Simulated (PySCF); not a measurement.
C2H7ClSi, SMILES [SiH](C)(C)Cl. Heavy atoms are numbered as in [SiH:1]([CH3:2])([CH3:3])[Cl:4]. Hydrogens are named by the atom that carries them.

Geometry optimised at B3LYP-D3(BJ)/def2-SVP.

All values below come from B3LYP/pcSseg-1 (PySCF).

GIAO shieldings, no solvent; atoms alike by connectivity are averaged. δ = σ(ref) − σ: ²⁹Si against TMS (σ = 338.7 ppm); ¹³C against TMS (σ = 181.3 ppm); ³⁵Cl against HCl (σ = 933.3 ppm); ¹H against TMS (σ = 31.68 ppm), references at their B3LYP-D3(BJ)/def2-TZVP geometries, non-relativistic (without spin–orbit terms, shifts of atoms bonded to Cl or Br come out too high).

Computed chemical shifts:
```csv
nucleus,atoms,count,δ (ppm)
²⁹Si,Si1 (SiH),1,22.2
¹³C,C2 (CH3),2,5.3
³⁵Cl,Cl4,1,-7.1
¹H,H on Si1,1,5.36
¹H,H on C2,6,0.73
```
